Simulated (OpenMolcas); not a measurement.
## Multiconfigurational calculation on Tm³⁺

Input:

```
&GATEWAY
Coord
1

Tm 0.0 0.0 0.0
Basis=ANO-R3
Group=XYZ
NoMove
AngMom=0.0 0.0 0.0
AMFI
&SEWARD
&RASSCF
FileOrb=start.orb
Symmetry=1
Spin=3
nActEl=12 0 0
Inactive=15 12
Ras2=0 7
CIRoot=18 18 1
SDav=21
CIMx=300
Iter=120 100
PrWF=0.3
OrbListing=Nothing
MaxOrb=0
Atom
>>> COPY $Project.JobIph JOB001
&RASSCF
FileOrb=start.orb
Symmetry=1
Spin=1
nActEl=12 0 0
Inactive=15 12
Ras2=0 7
CIRoot=28 28 1
SDav=28
CIMx=300
Iter=120 100
PrWF=0.3
OrbListing=Nothing
MaxOrb=0
Atom
CIOnly
>>> COPY $Project.JobIph JOB002
&RASSI
NrOfJobIphs=2 18 9
1 2 3 4 5 6 7 8 9 10 11 12 13 14 15 16 17 18
1 2 3 4 5 6 7 8 9
IphNames
JOB001
JOB002
EJob
SpinOrbit
DIPRint=1.0
SOCoupling=1000.0
Subsets=2
MEES
Property=10
'ANGMOM' 1 'ANGMOM' 2 'ANGMOM' 3 'MLTPL  1' 1 'MLTPL  1' 2 'MLTPL  1' 3
'AMFI' 1 'AMFI' 2 'AMFI' 3 'MLTPL  2' 6
SOProperty=3
'ANGMOM' 1 'ANGMOM' 2 'ANGMOM' 3
```

Launched by
```bash
OMP_NUM_THREADS=1 MOLCAS_MEM=2252 MOLCAS_PROJECT=a pymolcas a.inp > a.log  # once for each step of the input, in one work folder
```

A driver script runs the steps one by one and writes start.orb anew before each from the orbitals found so far, so a CI-only block uses the converged orbitals of the first block.

Output, cut to the results:

```
--- SEWARD ---
Basis set label: TM.ANO-R...9S8P5D5F3G2H.

      Electronic valence basis set:
      ------------------
      Associated Effective Charge  69.000000 au
      Associated Actual Charge     69.000000 au
      Nuclear Model: Finite nucleus - Gaussian distribution
        Gaussian exponent, Xi/bohr**(-2):  1.55817E+08

      Shell  nPrim  nBasis  Cartesian Spherical Contaminant
         s      25       9        X
         p      19       8        X
         d      12       5                 X
         f      10       5                 X
         g       5       3                 X
         h       4       2                 X
                  Relativistic X2C integrals
                  Atomic mean-field integrals
--- RASSCF ---
Wave function specifications:
      -----------------------------

      Number of closed shell electrons          54
      Number of electrons in active shells      12
      Max number of holes in RAS1 space          0
      Max nr of electrons in RAS3 space          0
      Number of inactive orbitals               27
      Number of active orbitals                  7
      Number of secondary orbitals             108
      Spin quantum number                      1.0
      State symmetry                             1
Orbital specifications:
      -----------------------

      Symmetry species                           1   2
                                                ag  au
      Frozen orbitals                            0   0
      Inactive orbitals                         15  12
      Active orbitals                            0   7
      RAS1 orbitals                              0   0
      RAS2 orbitals                              0   7
      RAS3 orbitals                              0   0
      Secondary orbitals                        46  62
      Deleted orbitals                           0   0
      Number of basis functions                 61  81
      Number of CSFs                            21
      Number of root(s) required                18
      Iter CI   SX   CI       RASSCF       Energy    max ROT     max BLB   max BLB  Level Ln srch  Step   QN
          iter iter root      energy       change     param      element    value   shift minimum  type update
 Nr of preliminary CI iterations:   1
      Total energies have been shifted. Add               -13000.00 au
        1   1    6    0  -561.06206724    0.00E+00  -4.07E-04   19  38 2  1.90E-03*  0.00   0.00    SX    NO
        2   1   11    0  -561.06206855   -1.32E-06* -3.00E-04   19  38 2 -1.65E-03*  0.00   0.00    SX    NO
        3   1   11    0  -561.06206676    1.80E-06*  4.31E-04   19  38 2  2.35E-03*  0.00   0.00    SX    NO
        4   1   11    0  -561.06206343    3.33E-06* -5.65E-04   19  38 2 -3.09E-03*  0.00   0.00    SX    NO
        5   1   12    0  -561.06205752    5.91E-06* -5.25E-04   19  38 2  4.12E-03*  0.00   0.43    SX   YES
        6   1   11    0  -561.06206576   -8.24E-06*  2.02E-04   19  38 2 -2.58E-03*  0.00   0.61    QN   YES
        7   1    3    0  -561.06207108   -5.32E-06*  1.27E-07   19  45 2  1.73E-06   0.00   1.00    QN   YES
        8   1    2    0  -561.06207108    3.64E-12   3.32E-08   15  19 1 -3.49E-07   0.00   0.15    QN   YES
      Convergence after  8 iterations
        9   1    2    0  -561.06207108   -1.46E-11   3.32E-08   19  45 2  1.89E-07   0.00   0.15    QN   YES
      Natural orbitals and occupation numbers for root  1
      sym 2:   1.390235   1.643568   1.966197   1.966197   2.000000   1.643568   1.390235
      Natural orbitals and occupation numbers for root  2
      sym 2:   2.000000   1.429012   1.987913   1.429012   1.987913   1.583075   1.583075
      Natural orbitals and occupation numbers for root  3
      sym 2:   1.959419   1.382249   1.382249   1.959419   1.658332   1.658332   2.000000
::    RASSCF root number  1 Total energy: -13561.07627411
::    RASSCF root number  2 Total energy: -13561.07627411
::    RASSCF root number  3 Total energy: -13561.07627411
::    RASSCF root number  4 Total energy: -13561.07627411
::    RASSCF root number  5 Total energy: -13561.07627411
::    RASSCF root number  6 Total energy: -13561.07627411
::    RASSCF root number  7 Total energy: -13561.07627411
::    RASSCF root number  8 Total energy: -13561.07627411
::    RASSCF root number  9 Total energy: -13561.07627411
::    RASSCF root number 10 Total energy: -13561.07627411
::    RASSCF root number 11 Total energy: -13561.07627411
...
--- RASSI ---
SPIN-FREE ENERGIES:
  (Shifted by EMIN (a.u.) =     -13561.0762741093)

 SF State       Relative EMIN(au)   Rel lowest level(eV)    D:o, cm**(-1)      L_eff

     1             0.0000000000        0.0000000000              0.0000         5.0
     2             0.0000000000        0.0000000000              0.0000         5.0
     3             0.0000000000        0.0000000000              0.0000         5.0
     4             0.0000000000        0.0000000000              0.0000         5.0
     5             0.0000000000        0.0000000000              0.0000         5.0
     6             0.0000000000        0.0000000000              0.0000         5.0
     7             0.0000000000        0.0000000000              0.0000         5.0
     8             0.0000000000        0.0000000000              0.0000         5.0
     9             0.0000000000        0.0000000000              0.0000         5.0
    10             0.0000000000        0.0000000000              0.0000         5.0
    11             0.0000000000        0.0000000000              0.0000         5.0
    12             0.0365220814        0.9938164631           8015.6703         3.0
    13             0.0365220814        0.9938164631           8015.6703         3.0
    14             0.0365220814        0.9938164631           8015.6703         3.0
    15             0.0365220814        0.9938164631           8015.6703         3.0
    16             0.0365220814        0.9938164631           8015.6703         3.0
    17             0.0365220814        0.9938164631           8015.6703         3.0
    18             0.0365220814        0.9938164631           8015.6703         3.0
    19             0.0415490068        1.1306060723           9118.9530         4.0
    20             0.0415490068        1.1306060723           9118.9530         4.0
    21             0.0415490068        1.1306060723           9118.9530         4.0
...
```

Levels above the lowest, from the spin-orbit matrix, grouped by J:

```tsv
Configuration	Term	J	E (cm-1)	Measured (cm-1)	Term weight %	Second
4f12	3H	6	0.0	0.0	100	
4f12	3F	4	6547		53	35 1G
4f12	3H	5	8048	8217	100	
4f12	3H	4	13044	12547	59	34 3F
4f12	3F	3	16063	14410	100	
4f12	3F	2	20087		100	
4f12	1G	4	21687	21174	58	29 3H
```

Against the 4 measured excited levels shown (the list in Tchang-Brillet, Wyart, Meftah and Ait Mammar, Atoms 6, 52 (2018)) the mean absolute deviation is 710 cm-1; the largest miss in energy is 4f12 3F3: computed 16063, measured 14410 cm-1 (+11.5 %).

Without dynamic correlation excited terms often stand tens of per cent too high (terms of higher spin than the ground term too low), and those without a measured partner can miss by more than the paired ones. Terms from blocks run as CI alone lack orbitals of their own. Computed and measured levels are paired by configuration, term and J; levels that our copy of the source lacks, or whose pairing is in doubt (as where it misses far off the trend of its configuration), stay unpaired and out of the deviations. Levels of configurations outside the active space are missing. The first state left out of the spin-orbit step lies near 28000 cm-1 above the lowest spin-free state of the reference (among the parities and spins computed), and the list stops at four fifths of that energy or lower.

The RASSCF and RASSI steps took 28 s on 1 thread of Arm Neoverse V2, on a shared host; the integral step is not counted.

The term weight is that of the spin-free term in the level, not the purity of its configuration.
